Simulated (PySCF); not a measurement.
Al₂H₄, SMILES [AlH2][AlH2]. Geometry: TPSSh-D3(BJ)/def2-TZVP.

TDA-LC-ωPBE/def2-TZVPD in PySCF puts the lowest singlet excitations at 3.92, 3.92, 5.27, 5.32, 6.56, 6.91 eV.

**Question.** What are the lowest excitation roots from ADC(2)/aug-cc-pVDZ (PySCF)? (The exact figures need the calculation; the answer reports its results.)

**Answer.** 3.88, 3.88, 5.43, 5.47, 6.49, 6.53 eV. S1 differs by -0.04 eV (second minus first; roots are paired by order, and the bases may differ).
